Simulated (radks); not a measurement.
Coulomb parameter of the 3d shell of neutral vanadium in the model configuration [Ar] 3d4 4s1, as a second difference U = [E(n + 0.25) + E(n - 0.25) - 2 E(n)] / (0.25)^2 with all orbitals relaxed. "Bare": the charge of the atom changes with n. "Screened": the 4s shell takes up the change at fixed total charge, which measures U(3d,3d) + U(4s,4s) - 2 U(3d,4s). Calculated with a radial shooting solver on a logarithmic mesh with Libxc functionals: scalar-relativistic Kohn-Sham, PBE, spin-unpolarised, spherical densities, finite nucleus; Fermi nuclear charge, rms radius 3.6002 fm.

case,configuration,E - E(n) (eV)
start,[Ar] 3d4 4s1,0.000
bare +0.25,[Ar] 3d4.25 4s1,-0.381
bare -0.25,[Ar] 3d3.75 4s1,0.864
screened +0.25,[Ar] 3d4.25 4s0.75,0.401
screened -0.25,[Ar] 3d3.75 4s1.25,-0.316

U(bare) = 7.715 eV, U(screened by 4s) = 1.350 eV, against the Slater integral F0(3d,3d) = 15.630 eV with frozen orbitals. The step up makes a negative ion, whose loosely bound charge lowers the bare value.
